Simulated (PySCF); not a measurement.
# Stretching CsNa⁺

Set-up: PySCF, scalar-relativistic core potentials, basis sets Cs def2-SVP with ECP46, Na def2-SVP. Energies in eV from Cs⁺ + Na in their ground configurations at the same level. State: ²Σ⁺ (doublet), unpaired electrons σ ↑.

All columns are PBE. A positive dipole points towards Na; it is taken about the centre of mass and depends on that origin.

| R (Å) | E (eV) | μ (D) | Mulliken charge on Cs (basis-dependent) | HOMO (eV) | LUMO (eV) | Mayer bond order | ⟨S²⟩ |
| --- | --- | --- | --- | --- | --- | --- | --- |
| 3.924 | -0.337 | 2.81 | 0.84 | -6.86 | -5.86 | 0.30 | 0.75 |
| 4.107 | -0.379 | 2.94 | 0.81 | -6.77 | -5.75 | 0.32 | 0.75 |
| 4.289 | -0.402 | 3.04 | 0.79 | -6.68 | -5.65 | 0.34 | 0.75 |
| 4.426 | -0.410 | 3.09 | 0.78 | -6.61 | -5.57 | 0.35 | 0.75 |
| 4.563 | -0.413 | 3.13 | 0.76 | -6.54 | -5.49 | 0.36 | 0.75 |
| 4.700 | -0.410 | 3.16 | 0.75 | -6.48 | -5.42 | 0.37 | 0.75 |
| 4.882 | -0.401 | 3.18 | 0.74 | -6.39 | -5.33 | 0.39 | 0.75 |
| 5.111 | -0.383 | 3.17 | 0.73 | -6.28 | -5.24 | 0.39 | 0.75 |
| 5.384 | -0.357 | 3.15 | 0.72 | -6.16 | -5.15 | 0.40 | 0.75 |
| 5.749 | -0.320 | 3.09 | 0.73 | -6.02 | -5.18 | 0.40 | 0.75 |

A fit through these points gives, at Re = 4.554 Å, μ = 3.13 D and dμ/dR = 0.246 D/Å; the reduced mass is 19.6 u.

**Question.** How strong is the fundamental in the double-harmonic approximation, I = 42.26·(dμ/dR)²/μred km/mol?

**Answer.** I = 42.26·(0.246)²/19.6 = 0.130 km/mol at PBE.

Spin–orbit coupling is left out. For an ion De counts to the pair picked by the measured ionisation energies or electron affinities, which need not be the lowest pair at this level. The state is the lowest determinant that a PBE0 search found; another state may lie lower at other levels.
